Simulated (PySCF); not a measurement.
## Electron correlation in Kr²⁺ (krypton, charge +2)

[Ar] 3d10 4s2 4p4, high-spin 3P determinant. Calculation: PySCF 2.14, in cc-pVTZ-PP with ECP10MDF (5s4p3d1f, 39 functions); scalar relativity through the core potential. Frozen: 3s2 3p6 3d10; 6 electrons correlated.

MP2 pair energies summed by pair of shells (mhartree):

```csv
pair,energy,share (%)
4s-4p,-50.40,46.3
4p-4p,-50.31,46.2
4s-4s,-8.26,7.6
```

Total MP2 correlation energy: -108.96 mhartree.

Same-spin part -24.52 and opposite-spin part -84.44 mhartree; SCS-MP2 scales them by 1/3 and 6/5 to -109.51 mhartree.

| level | correlation energy (mhartree) |
| --- | --- |
| CCSD | -128.66 |
| (T) | -2.99 |
| CCSD(T) | -131.65 |

Diagnostics: T1 = 0.0063, D1 = 0.0203, largest double amplitude 0.047.

**Question.** Is a single reference adequate?

**Answer.** Yes, within this model without spin-orbit coupling: T1 lies below 0.03 and no double amplitude reaches 0.07.
